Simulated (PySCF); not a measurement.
Radial density of Ga(2+) (gallium, charge +2)

B97-3, [Ar] 3d10 4d1, 2D determinant (an excited configuration). All numbers are calculated (PySCF 2.14, scalar relativity by spin-free X2C-1e, in x2c-TZVPPall with one added diffuse shell each of s, p, d type (7s6p5d1f, 57 functions)).

```tsv
r (bohr)	4πr²ρ (e/bohr)	4πr²(ρα − ρβ)
0.000769	0.2372	0.0000
0.00129	0.5910	0.0000
0.00217	1.463	0.0000
0.00366	3.515	0.0000
0.00615	7.951	0.0000
0.0104	16.31	0.0000
0.0174	28.39	0.0000
0.0293	37.58	0.0001
0.0493	34.43	0.0002
0.0828	31.12	0.0008
0.139	43.17	0.0036
0.234	31.39	0.0161
0.394	22.23	0.0414
0.663	24.41	0.0325
1.12	7.258	-0.0029
1.88	0.7608	0.1038
3.16	0.3256	0.3157
5.31	0.1250	0.1250
8.93	0.002815	0.0028
```

Densities and radii are taken from the X2C orbitals without a picture-change correction, which distorts them close to the nucleus.

The outer electron is Rydberg-like, and this basis confines it to a smaller radius and binds it less than a complete one would.

Task: Where is the radial spin density 4πr²(ρα − ρβ) most negative, and why is it negative at all?

Result: Around r = 1.12 bohr, down to -0.0029 e/bohr: exchange with the open shell polarises the paired shells in an unrestricted calculation.
